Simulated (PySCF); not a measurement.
C5H4N (SMILES [c]1ccccn1), doublet, at a GFN2-xTB geometry, atoms displaced at random by about 0.05 Å a coordinate; PBE/STO-3G in PySCF.

PySCF was given this input:
```python
from pyscf import gto, scf, dft
from pyscf.geomopt import geometric_solver

mol = gto.Mole()
mol.atom = '''
    N    -0.09473726   -0.00264891    1.41913835
    C    -0.01589540   -0.03159137   -1.25210780
    C    -0.06240978    1.17111195    0.79486452
    C    -0.08077098   -1.10681331    0.79251471
    C    -0.08180805   -1.08972973   -0.62042919
    C    -0.04420548    1.28107107   -0.70984592
    H     0.05662106    0.03278811   -2.30096254
    H    -0.05863514   -2.01164742    1.38283612
    H    -0.01415793   -2.15514622   -1.12803641
    H     0.05265874    2.21017397   -1.19518624
'''
mol.basis = 'sto-3g'
mol.spin = 1
mol.verbose = 3
mol.build()

def method(m):
    mf = dft.UKS(m)
    mf.xc = 'pbe'
    return mf

conv, mol_eq = geometric_solver.kernel(method(mol), maxsteps=100, trust=0.5, tmax=0.5)
print('optimisation converged:', conv)
print(mol_eq.tostring(format='xyz'))
mf = method(mol_eq)
mf.kernel()
```

Problem. Predict the main parts of the log of this PySCF run.

Solution. 
```
Custom engine selected.
Bonds will be generated from interatomic distances less than 1.20 times sum of covalent radii
30 internal coordinates being used (instead of 30 Cartesians)
Internal coordinate system (atoms numbered from 1):
Distance 1-3
Distance 1-4
Distance 2-5
Distance 2-6
Distance 2-7
Distance 3-6
Distance 4-5
Distance 4-8
Distance 5-9
Distance 6-10
Angle 3-1-4
Angle 5-2-7
Angle 6-2-7
Angle 1-3-6
Angle 1-4-8
Angle 5-4-8
Angle 2-5-9
Angle 4-5-9
Angle 2-6-10
Angle 3-6-10
Out-of-Plane 2-5-6-7
Out-of-Plane 4-1-5-8
Out-of-Plane 5-2-4-9
Out-of-Plane 6-2-3-10
Dihedral 4-1-3-6
Dihedral 3-1-4-5
Dihedral 3-1-4-8
Dihedral 6-2-5-4
Dihedral 6-2-5-9
Dihedral 7-2-5-4
Dihedral 7-2-5-9
Dihedral 5-2-6-3
Dihedral 5-2-6-10
Dihedral 7-2-6-3
Dihedral 7-2-6-10
Dihedral 1-3-6-2
Dihedral 1-3-6-10
Dihedral 1-4-5-2
Dihedral 1-4-5-9
Dihedral 8-4-5-2
Dihedral 8-4-5-9
Translation-X 1-10
Translation-Y 1-10
Translation-Z 1-10
Rotation-A 1-10
Rotation-B 1-10
Rotation-C 1-10
<class 'geometric.internal.Distance'> : 10
<class 'geometric.internal.Angle'> : 10
<class 'geometric.internal.OutOfPlane'> : 4
<class 'geometric.internal.Dihedral'> : 17
<class 'geometric.internal.TranslationX'> : 1
<class 'geometric.internal.TranslationY'> : 1
<class 'geometric.internal.TranslationZ'> : 1
<class 'geometric.internal.RotationA'> : 1
<class 'geometric.internal.RotationB'> : 1
<class 'geometric.internal.RotationC'> : 1
> ===== Optimization Info: ====
> Job type: Energy minimization
> Maximum number of optimization cycles: 100
> Initial / maximum trust radius (Angstrom): 0.500 / 0.500
> Convergence Criteria:
> Will converge when all 5 criteria are reached:
>  |Delta-E| < 1.00e-06
>  RMS-Grad  < 3.00e-04
>  Max-Grad  < 4.50e-04
>  RMS-Disp  < 1.20e-03
>  Max-Disp  < 1.80e-03
> === End Optimization Info ===

Geometry optimization cycle 1
Cartesian coordinates (Angstrom)
 Atom        New coordinates             dX        dY        dZ
   N  -0.094737  -0.002649   1.419138    0.000000  0.000000  0.000000
   C  -0.015895  -0.031591  -1.252108    0.000000  0.000000  0.000000
   C  -0.062410   1.171112   0.794865    0.000000  0.000000 -0.000000
   C  -0.080771  -1.106813   0.792515    0.000000  0.000000  0.000000
   C  -0.081808  -1.089730  -0.620429    0.000000  0.000000  0.000000
   C  -0.044205   1.281071  -0.709846    0.000000  0.000000  0.000000
   H   0.056621   0.032788  -2.300963    0.000000  0.000000  0.000000
   H  -0.058635  -2.011647   1.382836    0.000000  0.000000  0.000000
[...]
converged SCF energy = -244.187302371305  <S^2> = 0.75433718  2S+1 = 2.0043325
Step    2 : Displace = 1.768e-01/2.732e-01 (rms/max) Trust = 5.000e-01 (=) Grad = 4.638e-02/9.437e-02 (rms/max) E (change) = -244.1873023713 (+3.473e-03) Quality = -0.090
converged SCF energy = -244.210786865627  <S^2> = 0.75515364  2S+1 = 2.005147
Step    3 : Displace = 9.690e-02/1.427e-01 (rms/max) Trust = 8.842e-02 (-) Grad = 1.508e-02/2.888e-02 (rms/max) E (change) = -244.2107868656 (-2.348e-02) Quality = 0.836
converged SCF energy = -244.203907893725  <S^2> = 0.75508209  2S+1 = 2.0050756
Step    4 : Displace = 1.015e-01/1.630e-01 (rms/max) Trust = 1.250e-01 (+) Grad = 2.258e-02/5.851e-02 (rms/max) E (change) = -244.2039078937 (+6.879e-03) Quality = -0.822
converged SCF energy = -244.213749010237  <S^2> = 0.75497031  2S+1 = 2.0049641
Step    5 : Displace = 5.153e-02/8.625e-02 (rms/max) Trust = 5.077e-02 (-) Grad = 5.422e-03/1.346e-02 (rms/max) E (change) = -244.2137490102 (-9.841e-03) Quality = 0.981
converged SCF energy = -244.214327982769  <S^2> = 0.7548672  2S+1 = 2.0048613
Step    6 : Displace = 1.652e-02/2.410e-02 (rms/max) Trust = 7.180e-02 (+) Grad = 1.463e-03/3.139e-03 (rms/max) E (change) = -244.2143279828 (-5.790e-04) Quality = 1.009
converged SCF energy = -244.214340595789  <S^2> = 0.75480978  2S+1 = 2.004804
Step    7 : Displace = 1.740e-03/2.524e-03 (rms/max) Trust = 1.015e-01 (+) Grad = 7.469e-04/1.416e-03 (rms/max) E (change) = -244.2143405958 (-1.261e-05) Quality = 1.086
converged SCF energy = -244.214344005307  <S^2> = 0.75480038  2S+1 = 2.0047946
Step    8 : Displace = 5.426e-04/8.407e-04 (rms/max) Trust = 1.436e-01 (+) Grad = 2.511e-04/4.415e-04 (rms/max) E (change) = -244.2143440053 (-3.410e-06) Quality = 1.216
[...]
   N  -0.088784   0.077573   1.520454    0.000574  0.000923  0.000108
   C   0.001219   0.037959  -1.337692   -0.000082  0.000204 -0.000447
   C  -0.057464   1.193570   0.772042    0.000051  0.000240 -0.000334
   C  -0.074994  -1.134533   0.807751    0.000388  0.000523 -0.000272
   C  -0.030593  -1.176635  -0.602318    0.000410  0.000274  0.000140
   C  -0.012113   1.270430  -0.641208    0.000206 -0.000046 -0.000542
   H   0.036188   0.018830  -2.443013   -0.000471  0.000001 -0.000431
   H  -0.100885  -2.063098   1.413752    0.000313  0.001019  0.000352
   H  -0.021124  -2.149397  -1.124279    0.000553  0.000108  0.000324
   H   0.011713   2.234599  -1.180312   -0.000021  0.000035 -0.000435
converged SCF energy = -244.214344485316  <S^2> = 0.75479605  2S+1 = 2.0047903
--------------- UKS_Scanner gradients ---------------
         x                y                z
0 N     0.0000074061     0.0000712337    -0.0000386806
1 C    -0.0000203262    -0.0000744256     0.0000571601
2 C    -0.0000145900    -0.0000538758     0.0000155321
3 C    -0.0000098044    -0.0000349104    -0.0000211471
4 C     0.0000219119     0.0000951490    -0.0000334718
5 C     0.0000116305    -0.0000212925     0.0000404876
6 H     0.0000047800    -0.0000014593     0.0000015309
7 H    -0.0000074152     0.0000003511    -0.0000042294
8 H    -0.0000065258     0.0000063188    -0.0000028108
9 H     0.0000013339    -0.0000075682    -0.0000045188
----------------------------------------------
cycle 10: E = -244.214344485  dE = -4.80009e-07  norm(grad) = 0.000184704
Step    9 : Displace = 3.505e-04/4.446e-04 (rms/max) Trust = 2.031e-01 (+) Grad = 5.841e-05/1.032e-04 (rms/max) E (change) = -244.2143444853 (-4.800e-07) Quality = 0.881
[...]
Converged! =D

optimisation converged: True
10
XYZ from PySCF
N          -0.08878410        0.07757255        1.52045429
C           0.00121933        0.03795853       -1.33769162
C          -0.05746397        1.19356997        0.77204187
C          -0.07499371       -1.13453311        0.80775113
C          -0.03059340       -1.17663548       -0.60231799
C          -0.01211277        1.27043031       -0.64120842
H           0.03618835        0.01882970       -2.44301274
H          -0.10088472       -2.06309791        1.41375234
H          -0.02112420       -2.14939750       -1.12427897
H           0.01171258        2.23459859       -1.18031242

converged SCF energy = -244.214344482908  <S^2> = 0.75479628  2S+1 = 2.0047905
```
